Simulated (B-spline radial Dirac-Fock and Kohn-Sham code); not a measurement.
**EELS cross sections of the Cd M5 edge**

System: atomic cadmium, [Kr] 4d10 5s2. Method: the first Born approximation with generalised oscillator strengths from a Dirac-Hartree-Slater potential (longitudinal and transverse terms; continuum final states only, so no white lines or fine structure). Computed with an atomic code on a B-spline grid. The edge is taken at 405.2 eV (tabulated value).

The run's input, task.json:

```json
{"items": [{
  "Z": 48,
  "q": 0,
  "cfg": [[1, 0, 2], [2, 0, 2], [2, 1, 6], [3, 0, 2], [3, 1, 6], [3, 2, 10], [4, 0, 2], [4, 1, 6], [4, 2, 10], [5, 0, 2]],
  "A": 114,
  "rrms": 4.6087,
  "do": "eels",
  "beams": [[60, 20], [60, 50], [80, 20], [100, 20], [120, 5], [120, 50], [120, 100], [200, 5], [200, 20], [200, 100], [300, 5], [300, 10], [300, 50], [300, 100]],
  "edges": {"M5": 405.2}
}]}
```

Command: `python xray2_run.py task.json out`

Partial cross sections σ(β, Δ) in barn, integrated over a window Δ above the edge and up to the collection semi-angle β, for parallel illumination:

```tsv
E₀ (kV)	β (mrad)	Δ = 25 eV	Δ = 50 eV	Δ = 100 eV	Δ = 200 eV	Δ = 300 eV
60	20	495	3750	12100	22800	28700
60	50	764	5230	17000	32800	42400
80	20	?	?	?	?	?
100	20	423	3170	10300	19600	25000
120	5	174	1350	4320	7880	9730
120	50	545	3630	11800	22900	29800
120	100	587	3740	12100	23600	30900
200	5	179	1410	4550	8460	10600
200	20	346	2520	8250	15900	20400
200	100	446	2880	9320	18200	23900
300	5	183	1440	4680	8800	11100
300	10	250	1910	6260	12000	15300
300	50	371	2440	7920	15500	20300
300	100	376	2450	7950	15600	20400
```

Task: Give the row for 80 kV and 20 mrad.

Result: 453 b for 25 eV, 3420 b for 50 eV, 11100 b for 100 eV, 21000 b for 200 eV, 26700 b for 300 eV.
